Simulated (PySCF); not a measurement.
Compound: C6H9N.
SMILES: `C=C/C=N\CC=C`

The closed-shell SCF was solved with PySCF and density fitting under several settings on one GFN2-xTB geometry (grid level 2 and gas phase unless stated).

```json
{"settings": "HSE06/6-311G**, fitting basis def2-universal-jkfit, energy threshold 1e-08 Eh", "basis functions": "180", "SCF cycles": "10", "E (Eh)": "-288.4716", "HOMO (eV)": "-6.47", "LUMO (eV)": "-1.63", "dipole (D)": "1.91"}
{"settings": "HSE06/6-31++G**, level shift 0.2 Eh", "basis functions": "180", "SCF cycles": "11", "E (Eh)": "-288.4193", "HOMO (eV)": "-6.57", "LUMO (eV)": "-1.75", "dipole (D)": "2.08"}
```

**Question.** Estimate the row for these settings: OPBE/Sadlej pVTZ.

**Answer.** 
```tsv
settings	basis functions	SCF cycles	E (Eh)	HOMO (eV)	LUMO (eV)	dipole (D)
OPBE/Sadlej pVTZ	249	16	-288.6624	-5.52	-2.29	1.87
```

**Question.** Over all rows, what range does the HOMO–LUMO gap span?

**Answer.** From 3.23 eV (OPBE/Sadlej pVTZ) to 4.84 eV (HSE06/6-311G**, fitting basis def2-universal-jkfit, energy threshold 1e-08 Eh). The functional of the narrowest has no exact exchange, that of the widest 25 % exact exchange at short range alone.

**Question.** And the dipole moment?

**Answer.** From 1.87 D (OPBE/Sadlej pVTZ) to 2.08 D (HSE06/6-31++G**, level shift 0.2 Eh); the largest is 1.11 times the smallest, and the median is 1.91 D.

**Question.** Compare two rows with the functional HSE06: HSE06/6-311G**, fitting basis def2-universal-jkfit, energy threshold 1e-08 Eh and HSE06/6-31++G**, level shift 0.2 Eh. Which energy is lower, and by how much?

**Answer.** HSE06/6-311G**, fitting basis def2-universal-jkfit, energy threshold 1e-08 Eh (180 functions) lies 0.0523 Eh or 33 kcal/mol below HSE06/6-31++G**, level shift 0.2 Eh (180 functions).

Whole jobs, the steps after the SCF included, on one thread, Arm Neoverse V2 (aarch64), no GPU, on a shared host:

```
                                                                     settings                                                            work after the SCF  wall time  peak memory
HSE06/6-311G**, fitting basis def2-universal-jkfit, energy threshold 1e-08 Eh  spin–spin couplings from 16 perturbed nuclei, spin–dipole term for 1 of them       34 s     0.87 GiB
                                          HSE06/6-31++G**, level shift 0.2 Eh                                       shieldings, charges and field gradients       36 s     0.92 GiB
                                                             OPBE/Sadlej pVTZ             3 singlets by full TDDFT, 5 Tamm–Dancoff triplets, polarisability       54 s     0.83 GiB
```

Cycle counts include a coarse-grid stage where the run had one. All basis functions are spherical, in the Pople sets too.

The values belong to the conformer `[CH2:1]=[CH:2]/[CH:3]=[N:4]\[CH2:5][CH:6]=[CH2:7]`: C1–C2–C3–N4 -176°, C3–N4–C5–C6 86°, N4–C5–C6–C7 -126°.
